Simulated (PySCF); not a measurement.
Pb(NCS)2: from a saddle point downhill

PySCF 2.14.0, RKS PBE0, Pb def2-SVP with ECP60, N def2-SVP, C def2-SVP, S def2-SVP; non-relativistic Hamiltonian with scalar-relativistic core potentials where named; density fitting; no spin-orbit coupling. Relaxed within the symmetry of its start, the geometry (D∞h) is

```xyz
7

Pb    0.0000    0.0000    0.0000
N     0.0000    0.0000    2.3484
C     0.0000    0.0000    3.5475
S     0.0000    0.0000    5.1366
N     0.0000    0.0000   -2.3484
C     0.0000    0.0000   -3.5475
S     0.0000    0.0000   -5.1366
```

and its lowest harmonic modes are -53, -53, 44, 44, 54, 54 cm⁻¹ (negative: unstable). It was moved along the lowest mode and relaxed again, within the group C2v that the move left.

Q: Where does it end, and how much lower?

A: In C2v, 1.037 eV lower, after 21 steps:
```xyz
7

Pb    0.0183    1.4738    0.0000
N    -0.0003   -0.0242    1.5956
C    -0.0046   -0.3719    2.7435
S    -0.0108   -0.8669    4.2485
N    -0.0003   -0.0242   -1.5956
C    -0.0046   -0.3719   -2.7435
S    -0.0108   -0.8669   -4.2485
```

Q: How do the contacts change?

A: 
```tsv
contact	saddle (Å)	end (Å)
Pb1–N2 (NCS)	2.348	2.189
Pb1–N5 (NCS)	2.348	2.189
```


No frequency check is given for the end, and other unstable modes may remain.

State: singlet.
